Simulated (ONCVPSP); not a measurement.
# strontium: excitation energies, all-electron against ONCV

ONCVPSP 4.0.1 input, shortened (lines: element, Z, core and valence counts, functional; n l f; lmax; l rc ep ncon nbas qcut; lloc lpopt rc5 dvloc0; l nproj debl; icmod fcfact rcfact), PBE, scalar-relativistic:

```
  Sr 38.00    6    4        4      upf
    1    0    2.00
    2    0    2.00
    2    1    6.00
    3    0    2.00
    3    1    6.00
    3    2   10.00
    4    0    2.00
    4    1    6.00
    5    0    1.75
    5    1    0.25
    2
    0    2.45    0.00    4    7    5.70
    1    3.00    0.00    4    9    5.20
    2    2.45    0.35    4    7    3.80
    2    5    2.45    0.00
    0    2    1.30
    1    2    0.40
    2    0    2.90
    1    0.45    0.00
```

In the d channel the program set the typed energies aside and used 0.050 Ha.

Energies are relative to the spin-unpolarised reference configuration 4s2 4p6 5s1.75 5p0.25; without spin polarisation the order of configurations can differ from experiment.

```tsv
valence configuration	charge	ΔE all-electron (eV)	error AE − PS (meV)
4s2 4p6 5s1 5p0	+1	5.321	-0.9
4s2 4p6 5s0 5p0	+2	16.327	-4.5
```

Problem. What are ΔE and the potential's error for 4s2 4p6 4d1 5s0 5p0?

Solution. ΔE = 7.085 eV all-electron; the error (AE − PS) is -16 meV.

Problem. What are ΔE and the potential's error for 4s2 4p6 5s2 5p0?

Solution. ΔE = -0.564 eV all-electron; the error (AE − PS) is 0.0 meV.

Levels in the configuration 4s2 4p6 5s2 5p0:

| level | all-electron (eV) | pseudo (eV) |
| --- | --- | --- |
| 4s | -40.900 | -40.897 |
| 4p | -22.822 | -22.822 |
| 5s | -3.526 | -3.526 |
